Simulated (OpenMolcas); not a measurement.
Mn3+: effect of the metal basis

Mn3+ with its 6 nearest fluoride ions at 2.033 Å, on the Y site of Cs2NaYF6 (a = 9.075 Å, distance in the model lattice 2.178 Å). The rest of the host is ab initio model potentials to 7.6 Å and point charges beyond; the distance is set by hand and nothing relaxes.

| Quantity | Value |
| --- | --- |
| Program | OpenMolcas |
| Method | SS-CASPT2, IPEA 0.25 Eh, imaginary shift 0.1 Eh (closed shells correlated: 3s 3p and the ligand valence shells) |
| Spin-orbit coupling | RASSI with atomic mean-field integrals over the reference wave functions |

Fixed: ligand basis ANO-RCC-VDZP, active space 4 electrons in 5 orbitals (3d), DKH2 Hamiltonian.

States (labels of O, the rotations of Oh). Energies in cm-1 above the lowest state or level, χT in cm3 K/mol.

```tsv
Run	Metal basis	Ground state	First state of that spin	First gap with spin-orbit (degeneracies)	χT at 300 K	First state of another spin	Cost
A	ANO-RCC-VDZP	5E	5T2 12720	12 (1, 3)	2.944	3T1 10100	roughly 5 core-minutes
B	ANO-RCC-VTZP	5E	5T2 12310	12 (1, 3)	2.943	3T1 9770	roughly 9 core-minutes
```

Against A, the first state of the same spin changes by -3.2 % in B.

Costs are those of the CASPT2 steps.

Roots that are degenerate in the reference are averaged as groups; the widest CASPT2 spread within a group is 350 cm-1 (the 3-fold group of multiplicity 1 near 58100 cm-1 above the lowest state of its run, B). Shifts and gaps below about the spread of the groups concerned are not significant. Over all roots computed the reference weight is 0.71 to 0.73 in A, 0.70 to 0.73 in B; a low but even weight reflects the number of correlated electrons. An orbital doublet at a regular site is open to a Jahn-Teller distortion, which this geometry leaves out. This shell can be high or low spin here, a state of another spin lies low, and with metal d orbitals alone active their balance is uncertain, so the ground spin may be wrong. Ligand-to-metal charge-transfer states are missing. These CASPT2 states fit no ligand-field parameters well, so their order and spin gaps are uncertain. With no ligand orbital active B as a rule stays too high, so bands that hang on it stand too high and its fall with covalency is understated. With one d shell and no ligand orbital active, 10Dq can be off by a tenth or more. Free-ion shares, where given, are those of the reference states; single-state CASPT2 does not remix them. No measured value stands beside these numbers; the geometry was set by hand and not optimised.
